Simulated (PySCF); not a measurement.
## Computed data sheet: `[SiH3][SiH2]O[SiH2]C1CC1`

Species: C3H12OSi3.
SMILES with atom numbers: `[SiH3:1][SiH2:2][O:3][SiH2:4][CH:5]1[CH2:6][CH2:7]1` (hydrogens: H8, H9, H10 on Si1; H11, H12 on Si2; H13, H14 on Si4; H15 on C5; H16, H17 on C6; H18, H19 on C7)

Cartesian coordinates in Å at the PBE0-D3(BJ)/def2-SVP level; atoms count from 1:
```
atom  x, y, z in Å
Si1    3.5820    0.9852   -0.3132
Si2    2.4317   -1.0386   -0.0526
O3     0.8211   -0.7295   -0.2845
Si4   -0.7678   -1.2017   -0.3659
C5    -1.8613    0.2789   -0.5697
C6    -3.2812    0.2197   -0.0513
C7    -2.2798    1.0831    0.6374
H8     3.1110    1.9842    0.6956
H9     3.3504    1.5412   -1.6826
H10    5.0528    0.7758   -0.1253
H11    2.9201   -2.0481   -1.0459
H12    2.6624   -1.6008    1.3166
H13   -1.1540   -1.8894    0.9077
H14   -0.9247   -2.1502   -1.5115
H15   -1.7214    0.8525   -1.4933
H16   -3.6152   -0.6911    0.4567
H17   -4.0585    0.6990   -0.6524
H18   -1.9178    0.7718    1.6226
H19   -2.3586    2.1671    0.5191
```

Some functional groups and rings: Si–H bond, siloxane link, C–Si bond and cyclopropane ring.

**PBE0-D3(BJ)/def2-SVP geometry optimisation, gas phase (PySCF)**

```
Point group                  : C1
Rotational constants A, B, C : 2.936, 0.572, 0.503 GHz
```

wB97X-D/def2-SVPD ground state, ΔSCF and vertical TDDFT (core frozen in the response) (PySCF):

```
Dipole moment                                                     : 0.87 D
HOMO energy                                                       : -9.66 eV
LUMO energy                                                       : 1.39 eV
HOMO–LUMO gap                                                     : 11.05 eV
Lowest singlet excitation                                         : 6.49 eV (191 nm, f = 0.010)
Strongest line among the 10 lowest singlet transitions            : S6 at 7.87 eV (158 nm, f = 0.417)
Lowest triplet excitation (Tamm–Dancoff)                          : 5.92 eV
Static isotropic polarisability                                   : 120.1 au
Vertical ionisation energy                                        : 9.77 eV
Electronic spatial extent ⟨r²⟩ about the centre of nuclear charge : 2260 bohr²
```

KT2/pcSseg-1 ground state and GIAO shieldings, non-relativistic (PySCF):

```
13C chemical shifts (computed TMS as zero) by class         : 2.4 (C6/C7), -1.1 (C5) ppm
1H chemical shifts (computed TMS as zero) by class          : 5.77 (H11/H12), 4.85 (H13/H14), 3.52 (H8/H9/H10), 0.66 (H17/H19), 0.30 (H16/H18), -0.05 (H15) ppm
Isotropic shieldings of nuclei other than C and H, by class : 314 (O3), 366 (Si4), 383 (Si2), 471 (Si1) ppm
```

From delta-SCF UKS SCAN, pcX-2 on the ionised atom, pcseg-1 elsewhere, spin-free X2C; 2p3/2 from a spin–orbit splitting computed afterwards within the 2p shell (PySCF):

```
Core binding energies : Si2p3/2 106.4 (Si1), Si2p3/2 107.0 (Si4), Si2p3/2 107.1 (Si2), C1s 290.2 (C5), C1s 290.8 (C6/C7), O1s 537.5 (O3), Si1s 1846.1 (Si1), Si1s 1846.9 (Si2), Si1s 1846.9 (Si4) eV
```

Monoisotopic mass from the formula: 148.0196 u.

With B = h/(8π²I), that is 505.379 GHz u Å² over I, the principal moments of inertia are 172.1, 883.0 and 1004.0 u Å² (most abundant isotopes). No computed singlet falls in the visible range (750 to 380 nm, 1.65 to 3.26 eV); S1 lies 3.23 eV above its blue end. The rotational constants make it an asymmetric top with κ = (2B − A − C)/(A − C) = -0.94, nearer the prolate limit (−1). The ΔSCF ionisation energy exceeds −ε(HOMO) by 0.11 eV with wB97X-D. A dipole of 0.87 D is allowed in C1, and pure rotational transitions are dipole-allowed. The principal polarisabilities are 104.0, 120.3 and 135.9 au; their mean is the isotropic value.

 NMR classes are plain means over equivalent atoms (diastereotopic ones count apart unless rotation or inversion swaps them), as if these changed places fast; in this geometry the members of some classes differ.

One conformer stands for the species.
